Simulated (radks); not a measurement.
Results of a calculation; reference values are marked as such.
The nuclear charge of neutral strontium is varied continuously with 38 electrons held in [Kr] 5s2. Level of theory: scalar-relativistic Kohn-Sham, PBE, spin-polarised, spherical densities, point nucleus (a radial shooting solver on a logarithmic mesh with Libxc functionals). By the Hellmann-Feynman theorem dE/dZ = E(electron-nucleus)/Z, the electronic potential at the nucleus. The scalar-relativistic energy here is not variational (the density holds large components alone), so the two differ by a part that grows with Z.

Z     E (hartree)  E(electron-nucleus)/Z (hartree)  HOMO  e(HOMO) (eV)  <r> HOMO (bohr)
37.8  -3139.26128                         -200.072    5s        -2.429            4.599
37.9  -3159.34110                         -200.789    5s        -2.965            4.459
38    -3179.49289                         -201.505    5s        -3.526            4.333
38.1  -3199.71661                         -202.220    5s        -4.111            4.217
38.2  -3220.01223                         -202.936    5s        -4.719            4.111
38.3  -3240.37974                         -203.651    5s        -5.349            4.014
38.4  -3260.81912                         -204.366    5s        -6.000            3.923
38.5  -3281.33036                         -205.080    5s        -6.671            3.839

The central difference of E at Z = 38 is -201.878 hartree, to compare with the third column; the second derivative is -7.19 hartree.
